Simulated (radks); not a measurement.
The numbers below are computed, except where a source is named.
Valence configurations of Tb I (all share [Xe]). Level of theory: Dirac Kohn-Sham, PBE, spin-unpolarised, spherical densities, point nucleus; open shells fill j = l - 1/2 first (a radial shooting solver on a logarithmic mesh with Libxc functionals). Energies are relative to 4f9 6s2; eigenvalues in eV.

valence,E (eV),e(4f5/2),e(4f7/2),e(5d3/2),e(6p1/2),e(6s1/2)
4f9 6s2,0.000,-3.327,-2.546,-,-,-3.704
4f9 5d0.5 6s1.5,1.172,-2.803,-2.023,-1.142,-,-3.530
4f8 5d1 6s2,3.382,-9.156,-8.315,-2.531,-,-4.164
4f7 5d2 6s2,11.831,-15.719,-14.818,-3.587,-,-4.442
4f8.5 5d0.5 6s2,1.109,-6.140,-5.328,-1.984,-,-3.967
4f9 6s1 6p1,2.447,-4.549,-3.767,-,-1.873,-4.381
4f7.5 5d1 6s2 6p0.5,7.843,-13.944,-13.071,-4.129,-1.975,-4.962
4f8 6s2 6p1,5.000,-12.291,-11.447,-,-2.339,-5.407

NIST lists [Xe] 4f9 6s2 as the ground configuration; this level of theory agrees among the configurations tried. The energies are those of spherical spin-averaged densities, not of single terms. No valid solution was reached for [Xe] 4f9.5 6s1.5; [Xe] 4f10 6s1.
